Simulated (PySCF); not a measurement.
Computed with B3LYP-D3(BJ)/def2-TZVP // B3LYP-D3(BJ)/def2-SVP in PySCF. Gas-phase values, no solvent. B3LYP has the VWN-RPA correlation part, as in Gaussian. 

Reference species (SMILES): `c12c(ccc(c2C)[SiH3])ccs1` (neutral, multiplicity 1).

```
Quantity         Value
-------------  -------
dipole moment   1.10 D
HOMO–LUMO gap  4.80 eV
```

Changed species: `Cc1cc2c([SiH3])cccc2s1`.

Predict the effect on the dipole moment and HOMO–LUMO gap.

the dipole moment drops by 0.16 D, to 0.94 D; the HOMO–LUMO gap increases by 0.11 eV, to 4.91 eV.
